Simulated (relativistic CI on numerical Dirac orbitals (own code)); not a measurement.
Method of calculation: Dirac-Coulomb-Breit CI, separate exchange-only KLI orbitals for each configuration, QED by a radiative potential, unscaled Slater integrals (own radial code, finite nucleus).

The strongest absorption lines from the ground level of an ion, among the configurations computed and to levels below about 267 eV (vacuum wavelength in nm, gf): 4.7390 (0.51), 4.7660 (2.3), 4.7919 (1.1), 4.8157 (0.027), 4.8304 (0.011), 4.9171 (0.015), 5.5733 (0.017), 6.1605 (0.27).

Which ion is it?
A. W34+
B. Bi43+
C. Ir37+
D. Ir35+

C. Ir37+ has 40 electrons and the ground level 4s²4p⁶4d⁴ ³P0; the strongest line goes to 4s²4p⁶4d³4f ³D°1. The pattern of lines fixes the number of electrons, and along that sequence the line energies rise steadily with the charge (about as its square where n changes within one kind of shell, about linearly where n is kept but much faster in heavy ions where fine structure, which grows about as Z⁴, sets the gap, and irregularly where shells cross), which fixes Z. Configurations outside the model, such as inner-shell arrays, can give stronger lines. At this charge energies of transitions that change n are usually good to better than 1 %, and those within a shell (Δn = 0) to a few per cent. Terms inside the open d or f shell come out 10 to 20 % too wide with unscaled integrals.

LS names give the leading component of a level, which can be under half, so a name can repeat, a term be missing and a line seem to break the LS rules.
